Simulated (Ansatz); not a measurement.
Gas-phase electronic energies from Ansatz, PBE0-D4/def2-TZVP geometries. CCSD(T)/CBS adds triple-zeta CCSD(T) − MP2 to the extrapolated MP2 energy (def2 sets, frozen cores). This one scheme is used for every species. DFT in def2-TZVPP. B3LYP here is the variant with VWN-RPA as its local correlation; programs differ in this. One conformer a species, not always the lowest.

`C=C([SiH3])CF` + `C=C=C(N)F` → `C=C=C(F)N[SiH3]` + `C=CCF`  (ligand exchange at the Si–C bond)

`C=C([SiH3])CF`:

```xyz
12

C    -0.328    1.272   -0.893
C     0.020    0.262   -0.100
Si   -0.878   -1.374   -0.211
C     1.126    0.390    0.896
F     1.708    1.639    0.883
H     0.179    2.231   -0.845
H    -1.132    1.174   -1.614
H     0.069   -2.471   -0.552
H    -1.923   -1.268   -1.260
H    -1.506   -1.718    1.094
H     1.914   -0.346    0.692
H     0.752    0.209    1.911
```

`C=C=C(N)F`:

```xyz
9

C    -0.678   -0.533   -1.671
C    -0.445   -0.149   -0.450
C    -0.181    0.307    0.744
N     1.051    0.600    1.301
F    -1.177    0.612    1.594
H    -0.858   -1.577   -1.920
H    -0.710    0.174   -2.498
H     1.180    0.184    2.215
H     1.818    0.381    0.684
```

`C=C=C(F)N[SiH3]`:

```xyz
12

C    -0.002   -1.627   -1.678
C     0.599   -0.690   -1.005
C     1.171    0.231   -0.276
F     2.505    0.411   -0.329
N     0.562    1.068    0.629
Si   -0.992    0.731    1.328
H    -0.308   -1.483   -2.712
H    -0.220   -2.598   -1.238
H     0.941    2.003    0.647
H    -2.105    0.772    0.344
H    -0.949   -0.614    1.948
H    -1.202    1.795    2.341
```

`C=CCF`:

```xyz
9

C    -0.645    1.088   -0.552
C    -0.029   -0.083   -0.568
C     0.495   -0.783    0.634
F     0.266   -0.068    1.789
H    -1.003    1.545   -1.467
H    -0.808    1.623    0.376
H     0.130   -0.613   -1.504
H     0.018   -1.765    0.746
H     1.576   -0.944    0.546
```

```
             level  ΔE (kJ/mol)  difference from CCSD(T)/CBS
            PBE-D4        -42.3                          9.3
         r2SCAN-D4        -48.1                          3.5
           PBE0-D4        -45.7                          5.9
          B3LYP-D4        -51.8                         -0.2
           ωB97X-V        -50.4                          1.2
           ωB97M-V        -50.7                          0.9
            B2PLYP        -52.4                         -0.8
               PBE        -41.9                          9.7
            r2SCAN        -47.9                          3.7
              PBE0        -45.3                          6.3
             B3LYP        -51.3                          0.3
     HF/def2-TZVPP        -59.4                         -7.8
    MP2/def2-TZVPP        -52.8                         -1.2
SCS-MP2/def2-TZVPP        -54.2                         -2.6
   CCSD/def2-TZVPP        -52.6                         -1.0
CCSD(T)/def2-TZVPP        -51.0                          0.6
     HF/def2-QZVPP        -60.2                         -8.6
    MP2/def2-QZVPP        -53.4                         -1.8
SCS-MP2/def2-QZVPP        -54.8                         -3.2
      HF/CBS(def2)        -60.3                         -8.7
     MP2/CBS(def2)        -53.4                         -1.8
    CCSD/CBS(def2)        -53.2                         -1.6
       CCSD(T)/CBS        -51.6                            0
```

Largest T1 diagnostic among the species: 0.013.

From PBE to PBE0 (25 % exact exchange), in def2-TZVPP and without D4, ΔE moves by −3.3 kJ/mol. In def2-TZVPP, CCSD(T) changes the Hartree–Fock value by +8.4 kJ/mol (the triples alone add +1.6 kJ/mol) and MP2 by +6.6 kJ/mol.
